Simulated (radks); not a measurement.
Results of a calculation; reference values are marked as such.
Q: The lead ion Pb2+, [Hg]. Code: a radial shooting solver on a logarithmic mesh with Libxc functionals. Model: non-relativistic Kohn-Sham, PBE, spin-polarised, spherical densities, point nucleus. Every spin shell is full or empty, so the densities are truly spherical. Functionals are evaluated on that one density, not self-consistently. Rank these exchange functionals by their error against the exact value of the orbitals, and give that value: LDA, PBEsol, RPBE, OPTX, SOGGA, B86b, G96, APBE, TPSS, revTPSS, SCAN, r2SCAN, MS2, Tao-Mo.

A: Exact: -358.644 hartree. From best to worst, with 100 (|E| - |E exact|)/|E exact| (equal figures are ties): B86b 0.00, SCAN +0.05, r2SCAN -0.18, RPBE -0.23, APBE +0.24, TPSS -0.44, G96 +0.46, MS2 -0.67, Tao-Mo -0.84, revTPSS -0.90, PBEsol -1.78, SOGGA -1.79, OPTX +1.92, LDA -3.76.
